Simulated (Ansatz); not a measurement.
Reactions of `C[SiH]`.

Computed with Ansatz on PBE0-D4/def2-TZVP structures; ΔE is electronic, products minus reactants. CCSD(T)/CBS adds triple-zeta CCSD(T) − MP2 to the extrapolated MP2 energy (def2 sets, frozen cores). Small cases extrapolate CCSD(T) itself. Open shells (•) are unrestricted, without spin–orbit coupling. Spin–orbit coupling would lower the free atoms: a little for C, Si. Bonds to Br are less sure, by a few kJ/mol each and by 10 to 20 or more in all where they break to atoms, as the def2 sets lack core-valence functions. Scalar relativity is left out up to krypton. Each species was taken in one conformer, which may not be the lowest.

| reaction | MP2/CBS(def2) (kJ/mol) | CCSD(T)/CBS(def2) (kJ/mol) |
| --- | --- | --- |
| `C[SiH]` + HBr → `[SiH]Br` + CH₄ | -149 | -143 |
| `C[SiH]` → `[CH3]`• + `[SiH]`• | 338 | 323 |
| `C[SiH]` + H–F → `F[SiH]` + CH₄ | -166 | -166 |
| `C[SiH]` → C• + 4 H• + Si• | 1908 | 1918 |
| `C[SiH]` + CH₃OH → `CO[SiH]` + CH₄ | -156 | -152 |
| `C[SiH]` + `CBN[SiH3]` → `CCBN[SiH3]` + `[SiH2]` | 55 | 51 |
| `C[SiH]` → `[CH2]` (triplet) + `[SiH2]` | 494 | 477 |
| `C[SiH]` + CH₃SH → `CS[SiH]` + CH₄ | -151 | -143 |
| `C[SiH]` + `[SiH3]N[SiH3]` → `[SiH]N([SiH3])[SiH3]` + CH₄ | -135 | -129 |
| `C[SiH]` + `CNC` → `CN(C)[SiH]` + CH₄ | -153 | -145 |

Largest T1 diagnostic: 0.034, for `[SiH]`•, so its coupled-cluster energy is less sure.

Extrapolated directly: `C[SiH]` → `[CH3]`• + `[SiH]`•; `C[SiH]` + H–F → `F[SiH]` + CH₄; `C[SiH]` → C• + 4 H• + Si•; `C[SiH]` → `[CH2]` (triplet) + `[SiH2]`; `C[SiH]` + `[SiH3]N[SiH3]` → `[SiH]N([SiH3])[SiH3]` + CH₄.
